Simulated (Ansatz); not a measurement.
One geometry of NiCl2, several levels of theory.

```yaml
crystal:
  periodic: [false, false, false]
  atoms:
    - {symbol: Ni, position_ang: [0.124105, 0.425439, -0.584915]}
    - {symbol: Cl, position_ang: [-0.312392, 1.171979, 1.246494]}
    - {symbol: Cl, position_ang: [0.188296, -1.597408, -0.661579]}
basis:
  gaussian: {orbitals: def2-SVP, initial_orbitals: start.molden}
hamiltonian: {xc: pbe0, dispersion: d4}
scf: {omitted_lower_state_checks: [starts]}
output: {orbitals: {seedname: orbitals}}
```

The file start.molden holds the orbitals of an earlier run on this structure, at another level or in another basis.

```sh
$ ansatz run in.yaml --threads 4 --pin off --events-out ev --progress --plain --max-ram 3916MiB
```

Output, abridged:

```
Functional definition: PBE0
662 factors; integrals over basis functions are off by at most 5.4e-4 eV
mean field evaluation 1: about -66060.9251 eV, gradient 1.1e1 eV
mean field evaluation 2: about -66061.1778 eV, gradient 4.0e-1 eV
mean field evaluation 4: about -66061.2748 eV, gradient 1.8e-3 eV
mean field evaluation 8: about -66061.2748 eV, gradient 2.9e-5 eV
mean field -66061.27478576 eV, -2427.7070704364 hartree, gradient 2.9e-5 eV, S^2 0.000000; 0 other end points of the search recorded, 0 dependent functions left out
reference -66061.27481930 eV, -2427.7070716689 hartree; 31, 31 occupied and 36, 36 virtual orbitals, 662 factors
Total energy: -66061.34431461 eV, -2427.7096255746 hartree
Checks for a lower state left out: starts
```

Hardware: 4 threads of Arm Neoverse N1 on a shared host. Wall time 1.1 s.

The first input with `gaussian: {orbitals: def2-TZVP, initial_orbitals: start.molden}`, `hamiltonian: {xc: pbe, dispersion: d4}`, `output: {forces: true, orbitals: {seedname: orbitals}}` (abridged; 1.6 s):

```
Functional definition: PBE
mean field -66074.83694005 eV, -2428.2054704139 hartree, gradient 7.4e-6 eV, S^2 0.000000
Total energy: -66074.91888504 eV, -2428.2084818366 hartree
Atom 0 force     0.003469     0.011894    -0.016352 eV/Å
Atom 1 force    -0.008194     0.029783     0.032793 eV/Å
Atom 2 force     0.004725    -0.041677    -0.016441 eV/Å
Dipole moment:     0.077350     0.265164    -0.364563 e Å
Checks for a lower state left out: starts
```

The first input with `gaussian: {orbitals: def2-TZVP, initial_orbitals: start.molden}` and without the key `scf` (abridged; 4 s):

```
Functional definition: PBE0
mean field evaluation 16: about -66075.2943 eV, gradient 2.8e1 eV
mean field evaluation 32: about -66075.7850 eV, gradient 8.0e0 eV
mean field -66076.08343989 eV, -2428.2512784381 hartree, gradient 3.0e-5 eV, S^2 0.000000; 3 other end points of the search recorded, 0 dependent functions left out
Total energy: -66076.15296180 eV, -2428.2538333210 hartree
```

The first input with `gaussian: {orbitals: def2-TZVP, initial_orbitals: start.molden}`, `hamiltonian: {xc: {name: B3LYP}, dispersion: d4}` (abridged; 1.9 s):

```
Functional definition: B3LYP
mean field -66093.00228897 eV, -2428.8730346737 hartree, gradient 1.1e-5 eV, S^2 0.000000
Total energy: -66093.13926716 eV, -2428.8780685293 hartree
Checks for a lower state left out: starts
```

First input, but with `gaussian: {orbitals: def2-TZVPD, initial_orbitals: start.molden}`, `hamiltonian: {xc: r2scan, dispersion: d4}` (abridged; 4.7 s):

```
Functional definition: r2SCAN
mean field -66089.24902093 eV, -2428.7351046171 hartree, gradient 1.8e-5 eV, S^2 0.000000
Total energy: -66089.26571503 eV, -2428.7357181139 hartree
Checks for a lower state left out: starts
```

As the first input, with `gaussian: {orbitals: def2-TZVPD, initial_orbitals: start.molden}`, `hamiltonian: {xc: pbe, dispersion: d4}` (abridged; 1.6 s):

```
Functional definition: PBE
mean field -66074.92700990 eV, -2428.2087804196 hartree, gradient 1.9e-5 eV, S^2 0.000000
Total energy: -66075.00897829 eV, -2428.2117927026 hartree
Checks for a lower state left out: starts
```

First input, but with `gaussian: {orbitals: def2-TZVP, initial_orbitals: start.molden}`, `correlation: {method: mp2}` and without the key `hamiltonian` (abridged; 4.3 s):

```
Functional definition: HF
mean field -66011.27484852 eV, -2425.8696066338 hartree, gradient 3.4e-6 eV, S^2 0.000000; unrestricted orbitals would lower it
mean field evaluation 16: about -66012.4974 eV, gradient 3.1e0 eV
unrestricted determinant -66012.79098630 eV, -2425.9253236696 hartree, S^2 0.9781
15 core orbitals not correlated: weight in the atoms' cores, before any rotation towards them, 1.000 or more for the frozen orbitals, at most 0.000 for the correlated occupied ones
second order -26.24573665 eV of doubles, -0.00000000 eV of singles
Total energy: -66037.52058516 eV, -2426.8341196656 hartree
Checks for a lower state left out: starts
```

Geometry: PBE0-D4/def2-TZVP.

B3LYP takes the VWN-RPA correlation. Correlated methods freeze 15 core orbitals; core or outer-core shells of Ni are correlated, in sets that lack core-valence functions. The restricted singlet is unstable towards broken spin symmetry at other levels; at PBE0-D4/def2-SVP, B3LYP-D4/def2-TZVP, r2SCAN-D4/def2-TZVPD, PBE-D4/def2-TZVPD this wasn't settled. At PBE-D4/def2-TZVP, PBE0-D4/def2-TZVP, MP2/def2-TZVP the restricted singlet (for correlated methods, its reference) is unstable: a solution with broken spin symmetry lies lower. At PBE-D4/def2-TZVP, PBE-D4/def2-TZVPD an occupied level of the charge 0 singlet lies above an empty one (by up to 0.14 eV), so this SCF solution is probably not the lowest. The geometry of the singlet was relaxed on an unsound state (restricted singlet, unstable towards broken spin symmetry). At PBE0-D4/def2-TZVP a triplet of charge 0 lies 1.54 eV below the restricted singlet, each at its own geometry. The structure comes from a short search, and lower isomers may exist.
